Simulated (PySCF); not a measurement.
## Working out the ionisation energy of Mg²⁺

Mg²⁺ [Ne] (1S) → Mg³⁺ [He] 2s2 2p5 (2P). Computed with PySCF 2.14 in aug-cc-pVDZ-DK, with scalar relativity by spin-free X2C-1e. Frozen: [He] 2s2. Energies in hartree (1 hartree = 27.21139 eV):

```tsv
part	Mg²⁺ (lower)	Mg³⁺ (upper)
UHF	-199.128964	-196.151638
CCSD correlation	-0.001774	-0.000451
(T)	-0.000028	-0.000002
```

Task: What does Hartree-Fock give?

Result: (-196.151638) − (-199.128964) = 2.977326 hartree = 81.017 eV.

Task: What do CCSD and CCSD(T) give?

Result: The CCSD correlation energies differ by 0.001323 hartree = 0.036 eV and the triples by 0.000026 hartree = 0.001 eV, so CCSD gives 81.053 eV and CCSD(T) 81.054 eV.

Reference: 80.144 eV (measured; NIST Atomic Spectra Database, ionization energies), between the lowest levels; spin-orbit coupling is absent from the calculation.

A double-zeta basis recovers only part of the correlation energy.

What remains against the reference includes basis incompleteness, the frozen core and higher excitations.
